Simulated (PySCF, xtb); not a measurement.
CH₃ClGa, SMILES [CH3][Ga+][Cl], charge +1.

Harmonic wavenumbers (cm⁻¹) from GFN2-xTB run with xtb 6.7.1 at its own minimum, in rising order: 118, 118, 354, 481, 708, 708, 1176, 1312, 1312, 2901, 2928, 2928.

What does ωB97X-D3(BJ)/def2-TZVP (PySCF) give at its own minimum? (Estimate from the structure and the level; the computed values follow.)

126, 126, 477, 656, 811, 811, 1269, 1435, 1435, 3076, 3183, 3183. Paired by order, the mean absolute difference is 129 cm⁻¹ and the zero-point energies are 21.5 and 23.7 kcal/mol.
